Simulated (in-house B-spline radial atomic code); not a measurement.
Results of a calculation; reference values are marked as such.
**As ion on Ti atom: potential, deflection and energy transfer**

The pair potential comes from two frozen, spherical free-atom densities (PBE, B-spline radial code, scalar-relativistic past argon): electrostatics plus the change in Thomas-Fermi kinetic and Dirac exchange energy where they overlap, the recipe behind the universal ZBL potential, which averages such potentials (from solid-state densities) over many pairs. It is written V = (Z1 Z2 e²/r) φ(r/a), with e² = 14.3996 eV·Å and a = 0.46850 Å/(Z1^0.23 + Z2^0.23); ZBL's fit is φ = 0.18175 e^(−3.1998x) + 0.50986 e^(−0.94229x) + 0.28022 e^(−0.4029x) + 0.02817 e^(−0.20162x). Where φ falls below 4e-4 it is continued as an exponential.

Masses 74.92 and 47.87 u.

```tsv
x = r/a	φ, this pair	φ, ZBL
0.1	0.8933	0.8928
0.25	0.772	0.7647
0.5	0.6235	0.6096
1	0.4313	0.4164
1.5	0.3125	0.2995
2	0.2329	0.2218
3	0.1376	0.1292
4	0.08545	0.08026
5	0.05538	0.05224
6.5	0.03156	0.02914
8	0.01864	0.01705
10	0.009393	0.008778
12	0.005036	0.00474
14.5	0.002509	0.002328
17	0.001283	0.001212
20	0.0005609	0.0005882
```

(1) At x = 0.5 the electrostatic, kinetic and exchange parts are 98931.62, 20469.93 and -561.55 eV. Find r, V and φ.

(2) The ion comes in at 2.444 keV with impact parameter 0.2194 Å. The scattering integral gives a centre-of-mass angle of 120.9° and a closest approach of 5.423 a. What are the reduced energy, the energy passed on and the laboratory angles?

Answers

(1) a = 0.46850/(2.2349 + 2.0359) = 0.10970 Å, so r = 0.05485 Å. V = 98931.62 + 20469.93 + (-561.55) = 118840.00 eV. The bare repulsion is 33 × 22 × 14.3996/0.05485 = 190600 eV, so φ = 0.6235, +2.3 % against ZBL's 0.6096. The kinetic (Pauli) term is 17 % of V here.

(2) ε = E a M2/(Z1 Z2 e² (M1 + M2)) = 2444 × 4.0908e-06 = 0.01. The most that one collision can pass on is γE with γ = 4 M1 M2/(M1 + M2)² = 0.9515. Here T = γE sin²(θ/2) = 0.9515 × 2444 × 0.7566 = 1760 eV. The ion turns by arctan(sin θ/(cos θ + M1/M2)) = 39.2°, and the struck atom leaves at (180° − θ)/2 = 29.6°. The closest approach is 0.595 Å. With ZBL the angle would be 119.98° and T = 1744 eV.
